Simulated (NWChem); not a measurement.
# NWChem timings: SbH3 (stibine)

SbH3 has 4 atoms, charge 0, and is taken as a singlet. As SMILES, `[SbH3]`. Geometry: relaxed at PBE0-D4/def2-TZVP.

```xyz
4

Sb    0.4563   -0.3098   -0.4645
H     0.8439    0.0722    1.1539
H    -1.0391   -0.9844    0.0089
H    -0.2610    1.2219   -0.6983
```

Program: NWChem 7.3.0. Hardware: 1 thread of Intel Xeon Platinum 8488C (Sapphire Rapids), shared host, so times are rough. Two-electron integrals are exact unless an approximation is named.

Task: Estimate their order by wall time, quickest first.
A. gradient at HF/STO-3G
B. gradient at M06-2X/def2-SVPD (core potential), grid xfine
C. gradient at BLYP/3-21G, grid xfine

Result: A (1.8 s), C (4.5 s), B (13 s).
